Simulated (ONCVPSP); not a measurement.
**Cutoff test, Cl (Z = 17), ONCV**

- Element: chlorine
- Generator: ONCVPSP 4.0.1
- Type: optimised norm-conserving Vanderbilt (ONCV)
- Functional: PBE
- Relativity: scalar-relativistic
- Frozen core: [Ne]
- Valence charge: 7
- Reference configuration: 3s1.5 3p5.5
- Partial waves: 3s: rc 1.05 bohr, ncon 3, nbas 7, qcut 8 1/bohr, 3 projectors, debl 3.9 Ha; 3p: rc 1.45 bohr, ncon 4, nbas 8, qcut 5.2 1/bohr, 2 projectors, debl 2.2 Ha; d scattering state at 0.45 Ha: rc 1.25 bohr, ncon 4, nbas 7, qcut 9.2 1/bohr, 2 projectors, debl 0.5 Ha
- Local potential: polynomial inside 0.65 bohr (lpopt 5, dvloc0 -1 Ha)
- Core correction: Teter function, fcfact 3.75, rcfact 1.1

Question: For each optimised wave give the share of its norm inside rc, the residual kinetic energy above qcut (Ha) and the cutoffs (Ha) for errors of 10, 1, 0.1 and 0.01 mHa per electron.

Answer:

```
         wave  norm inside rc  residual KE  10 mHa  1 mHa  0.1 mHa  0.01 mHa
           3s           0.196      2.2e-04    10.9   16.9     86.3     192.5
s projector 2           0.066      6.4e-04    20.0   29.7    115.3     237.1
s projector 3           0.048      3.2e-03    27.1   37.0    148.3     307.1
           3p           0.360      3.5e-04     5.3    7.6     32.4      90.3
p projector 2           0.094      3.5e-04     6.2    8.5     28.4     115.2
d projector 1           0.219      1.2e-04    24.6   34.3     43.6     102.9
d projector 2           0.137      1.0e-04    24.1   34.3     42.4      69.4
```

The occupied waves need 17 Ha and 86 Ha for 1 and 0.1 mHa. Note: ghosts flagged at negative energy: s at -247.9 eV; no localised positive-energy state flagged. A true bound ghost makes a file unfit for plane-wave use.
